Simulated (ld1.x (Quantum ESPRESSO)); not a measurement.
## Scattering properties, PAW potential for germanium (Ge)

| Quantity | Value |
| --- | --- |
| Element | germanium |
| Generator | ld1.x (Quantum ESPRESSO) 7.5 |
| Type | PAW |
| Functional | LDA (PZ) |
| Relativity | scalar-relativistic |
| Frozen core | [Ar] |
| Valence charge | 14 |
| Reference configuration | 3d10 4s2 4p2 |
| Partial waves | 4s (bound): rcut 1.50, rcutus 1.85 bohr; 4s channel at 3.5 Ry: rcut 1.50, rcutus 1.85 bohr; 4p (bound): rcut 1.80, rcutus 2.30 bohr; 4p channel at 1.1 Ry: rcut 1.80, rcutus 2.30 bohr; 3d (bound): rcut 1.00, rcutus 1.20 bohr; 3d channel at -0.95 Ry: rcut 1.00, rcutus 1.20 bohr |
| Local potential | all-electron potential smoothed inside 1.35 bohr (lloc = -1) |
| Core correction | a·sin(br)/r model core, default radius (core density twice the valence density) |
| Augmentation charge | PSQ, inside the norm-conserving radii |

The phase is arctan(r·u′/u) with u = r·R(r), unwrapped; energies in Ry, scanned from -4 to 5 Ry. A pole is an energy at which the radial function vanishes at the test radius. The pseudo phase is shifted by a multiple of π to meet the all-electron one at the reference energy, and phase errors are pseudo minus all-electron; the curves can meet again beyond the range given. Levels narrower than the energy grid can be missing from the lists of poles.

For each channel, where are the poles, and over which energies does the pseudopotential scatter like the atom?

```json
{"channel": "s", "radius (bohr)": "2.50", "reference energy (Ry)": "-0.88", "poles, all-electron": "0.22", "poles, pseudo": "0.22", "unbroken range about the reference energy with phases within 0.05 rad": "the whole range", "phase error 1 Ry above the reference energy (rad)": "-0.000"}
{"channel": "p", "radius (bohr)": "2.50", "reference energy (Ry)": "-0.30", "poles, all-electron": "1.40", "poles, pseudo": "1.40", "unbroken range about the reference energy with phases within 0.05 rad": "below 4.1", "phase error 1 Ry above the reference energy (rad)": "-0.000"}
{"channel": "d", "radius (bohr)": "2.50", "reference energy (Ry)": "-2.17", "poles, all-electron": "-2.15, 3.50", "poles, pseudo": "-2.15, 3.51", "unbroken range about the reference energy with phases within 0.05 rad": "the whole range", "phase error 1 Ry above the reference energy (rad)": "+0.000"}
```

Phases in the p channel:

```json
{"E (Ry)": "-4.00", "all-electron": "1.349", "pseudo": "1.349"}
{"E (Ry)": "-3.76", "all-electron": "1.340", "pseudo": "1.340"}
{"E (Ry)": "-3.52", "all-electron": "1.331", "pseudo": "1.330"}
{"E (Ry)": "-3.28", "all-electron": "1.319", "pseudo": "1.319"}
{"E (Ry)": "-3.04", "all-electron": "1.306", "pseudo": "1.306"}
{"E (Ry)": "-2.80", "all-electron": "1.291", "pseudo": "1.290"}
{"E (Ry)": "-2.56", "all-electron": "1.272", "pseudo": "1.272"}
{"E (Ry)": "-2.32", "all-electron": "1.250", "pseudo": "1.250"}
{"E (Ry)": "-2.08", "all-electron": "1.223", "pseudo": "1.222"}
{"E (Ry)": "-1.84", "all-electron": "1.187", "pseudo": "1.187"}
{"E (Ry)": "-1.60", "all-electron": "1.140", "pseudo": "1.140"}
{"E (Ry)": "-1.36", "all-electron": "1.073", "pseudo": "1.073"}
{"E (Ry)": "-1.12", "all-electron": "0.973", "pseudo": "0.973"}
{"E (Ry)": "-0.88", "all-electron": "0.807", "pseudo": "0.807"}
{"E (Ry)": "-0.64", "all-electron": "0.504", "pseudo": "0.504"}
{"E (Ry)": "-0.40", "all-electron": "-0.035", "pseudo": "-0.035"}
{"E (Ry)": "-0.16", "all-electron": "-0.649", "pseudo": "-0.649"}
{"E (Ry)": "0.08", "all-electron": "-1.036", "pseudo": "-1.036"}
{"E (Ry)": "0.32", "all-electron": "-1.246", "pseudo": "-1.246"}
{"E (Ry)": "0.56", "all-electron": "-1.369", "pseudo": "-1.369"}
{"E (Ry)": "0.80", "all-electron": "-1.449", "pseudo": "-1.449"}
{"E (Ry)": "1.04", "all-electron": "-1.507", "pseudo": "-1.507"}
{"E (Ry)": "1.28", "all-electron": "-1.552", "pseudo": "-1.552"}
{"E (Ry)": "1.52", "all-electron": "-1.588", "pseudo": "-1.588"}
{"E (Ry)": "1.76", "all-electron": "-1.620", "pseudo": "-1.620"}
{"E (Ry)": "2.00", "all-electron": "-1.649", "pseudo": "-1.649"}
{"E (Ry)": "2.24", "all-electron": "-1.677", "pseudo": "-1.677"}
{"E (Ry)": "2.48", "all-electron": "-1.704", "pseudo": "-1.705"}
{"E (Ry)": "2.72", "all-electron": "-1.734", "pseudo": "-1.735"}
{"E (Ry)": "2.96", "all-electron": "-1.766", "pseudo": "-1.768"}
{"E (Ry)": "3.20", "all-electron": "-1.802", "pseudo": "-1.807"}
{"E (Ry)": "3.44", "all-electron": "-1.846", "pseudo": "-1.854"}
{"E (Ry)": "3.68", "all-electron": "-1.901", "pseudo": "-1.917"}
{"E (Ry)": "3.92", "all-electron": "-1.975", "pseudo": "-2.005"}
{"E (Ry)": "4.16", "all-electron": "-2.081", "pseudo": "-2.141"}
{"E (Ry)": "4.40", "all-electron": "-2.244", "pseudo": "-2.377"}
{"E (Ry)": "4.64", "all-electron": "-2.514", "pseudo": "-2.810"}
{"E (Ry)": "4.88", "all-electron": "-2.952", "pseudo": "-3.439"}
```
